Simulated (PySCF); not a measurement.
CH$_{3}$Cl$_{2}$FSSi (SMILES CS[Si](F)(Cl)Cl), singlet, geometry from GFN2-xTB, atoms displaced at random by about 0.03 Å a coordinate; PySCF with PBE0/STO-3G, gradient.

Input for PySCF:
```python
from pyscf import gto, scf, dft

mol = gto.M(
    atom='''
C    -2.269517   -0.777485   -1.271913
S    -0.912541    0.488959   -1.521940
Si    0.341203   -0.107466    0.157859
F     0.751866   -1.627980   -0.101157
Cl    2.042533    1.031457    0.132123
Cl   -0.587287   -0.079080    1.887101
H    -2.738107   -0.638549   -0.360095
H    -2.986649   -0.610616   -2.120427
H    -1.847304   -1.768943   -1.384702
''',
    basis='sto-3g',
    charge=0,
    spin=0,
    verbose=3,
)

mf = dft.RKS(mol)
mf.xc = 'pbe0'
mf.conv_tol = 1e-4
mf.kernel()
g = mf.nuc_grad_method()
grad = g.kernel()
```

**Question.** Write the output that PySCF gives for this input, abridged.

**Answer.** 
```
converged SCF energy = -1727.63941053521
--------------- RKS gradients ---------------
         x                y                z
0 C    -0.0376272738    -0.0265035668     0.0762636940
1 S     0.0056686674     0.0130491197    -0.0183770014
2 Si     0.0080003753    -0.0022020723     0.0883822946
3 F    -0.0102679766     0.0221569610     0.0002956892
4 Cl    -0.0193159874    -0.0145710552    -0.0028291532
5 Cl     0.0340953828    -0.0049353550    -0.0692624815
6 H     0.0293352299    -0.0036297886    -0.0521337936
7 H    -0.0101724612     0.0033763180    -0.0185391300
8 H     0.0002512226     0.0133637237    -0.0037842527
----------------------------------------------
```
